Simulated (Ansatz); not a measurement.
H₃NOSe, singlet, geometry from GFN2-xTB; Ansatz (a program for electronic structure) with HF/6-31G.

Ansatz was given this input:
Ansatz 0.2 input:
```yaml
crystal:
  periodic: [false, false, false]
  atoms:
    - {symbol: Se, position_ang: [0.07711165, 0.00361695, 0.41270382]}
    - {symbol: O, position_ang: [0.02263839, 1.37881710, -0.79382272]}
    - {symbol: H, position_ang: [0.90988954, 1.67068588, -1.01691413]}
    - {symbol: N, position_ang: [-0.38373248, -1.40881976, -0.61572647]}
    - {symbol: H, position_ang: [0.28645576, -1.63405426, -1.34259399]}
    - {symbol: H, position_ang: [-1.31312139, -1.32840653, -1.01175463]}
basis:
  gaussian:
    orbitals: 6-31G
hamiltonian:
  xc: hf
```

The log (banner, timings and long lists left out):

```
Functional definition: HF
557 factors; integrals over basis functions are off by at most 5.1e-4 eV
mean field evaluation 1: about -68854.6591 eV, gradient 3.1e1 eV
mean field evaluation 2: about -68854.6646 eV, gradient 3.1e1 eV
mean field evaluation 4: about -68856.7185 eV, gradient 2.5e0 eV
mean field evaluation 8: about -68856.7422 eV, gradient 8.4e-4 eV
mean field -68856.74222680 eV, -2530.4386040586 hartree, gradient 2.7e-5 eV, S^2 0.000000; 0 other end points of the search recorded, 0 dependent functions left out
reference -68856.74222680 eV, -2530.4386040586 hartree; 26, 26 occupied and 27, 27 virtual orbitals, 557 factors
Total energy: -68856.74222680 eV, -2530.4386040586 hartree
```
